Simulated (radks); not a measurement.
Problem. All-electron atom: Pt55+ in [Ar] 3d5 (the NIST ground configuration). All-electron calculation, scalar-relativistic Kohn-Sham, LDA (Slater exchange, VWN5 correlation), spin-polarised, spherical densities, finite nucleus; open shells are filled with parallel spins first (spin-orbit coupling, left out, can overturn this in heavy ions); Fermi nuclear charge, rms radius 5.427 fm. Program: a radial shooting solver on a logarithmic mesh with Libxc functionals. Some entries of the table are withheld. Estimate them.

orbital  occ.  eigenvalue (hartree)  <1/r> (bohr^-1)  <r^2> (bohr^2)
1s up       1             -3012.159            93.84       0.0004066
1s down     1             -3012.126            93.84       0.0004066
2s up       1             -636.6418            22.10        0.006148
2s down     1             -635.6632            22.12        0.006138
2p up       3             -569.9733            19.74        0.005138
2p down     3             -569.1668            19.76        0.005125
3s up       1             -236.7983            8.600         0.03665
3s down     1             -235.7093            8.574         0.03679
3p up       3             -217.2187            7.915         0.03666
3p down     3             -216.1291            7.889         0.03683
3d up       5                   (1)            7.462             (2)
3d down     0                   (3)            7.446             (4)

Solution. 
(1) 3d up eigenvalue (hartree): -198.5354
(2) 3d up <r^2> (bohr^2): 0.02917
(3) 3d down eigenvalue (hartree): -197.1894
(4) 3d down <r^2> (bohr^2): 0.02936
